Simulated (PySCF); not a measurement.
**Distorted geometries of [Nd(H2O)2]3+**

[Nd(H2O)2]3+ (singlet in the valence; each metal's 4f electrons, 3 of them, lie in its core potential, out of spins and levels). PySCF 2.14.0, RKS BP86, Nd lcecp-1-SVP with ECP49, O def2-SVP, H def2-SVP; non-relativistic Hamiltonian with scalar-relativistic core potentials where named; density fitting; no spin-orbit coupling. Relaxed geometry:

```xyz
7

Nd    0.1538    1.0522   -0.0064
O     0.0672   -0.1737    1.9282
H     0.1128    0.1678    2.8736
H    -0.0290   -1.1650    2.0602
O    -0.0876   -0.1741   -1.9275
H     0.0571   -1.1552   -2.0890
H    -0.3549    0.1594   -2.8390
```

Task: Order these distorted geometries by energy above the relaxed one, lowest first.
A.
```xyz
7

Nd    0.1396    1.0176    0.0050
O     0.0496   -0.1615    1.9075
H     0.1464    0.1971    2.8502
H    -0.0371   -1.1396    2.0535
O    -0.0484   -0.1843   -1.8737
H     0.0777   -1.1819   -2.0918
H    -0.4083    0.1640   -2.8506
```
B.
```xyz
7

Nd    0.1538    1.0180   -0.0106
O     0.0465   -0.1148    1.9111
H     0.0538    0.1552    2.8864
H    -0.0447   -1.1819    2.0984
O    -0.0666   -0.2142   -1.9418
H     0.0978   -1.1227   -2.0983
H    -0.3212    0.1716   -2.8452
```
C.
```xyz
7

Nd    0.0883    1.1467    0.0695
O     0.1040   -0.2056    1.7314
H     0.0906    0.1549    2.9570
H    -0.0436   -1.0453    1.9536
O     0.0086   -0.2081   -1.9671
H    -0.0629   -1.2416   -1.9663
H    -0.2656    0.1104   -2.7781
```

Result: A (0.18 eV), B (0.26 eV), C (1.77 eV).

Task: Which forces (eV/Å) act in the one that lies 1.77 eV up?

Result: 
```
Nd   0.14  0.37 -2.23
O    0.88  7.83  3.97
H    0.22 -0.89 -3.83
H   -1.17 -7.83  1.28
O    1.03 -2.23  5.77
H    0.18  1.42 -0.48
H   -1.28  1.32 -4.50
```
Forces carry noise of the integration grid, about 0.01 to 0.03 eV/Å.

An lcecp potential fixes the number of 4f electrons, so in runs with it no electron can move into or out of that shell.
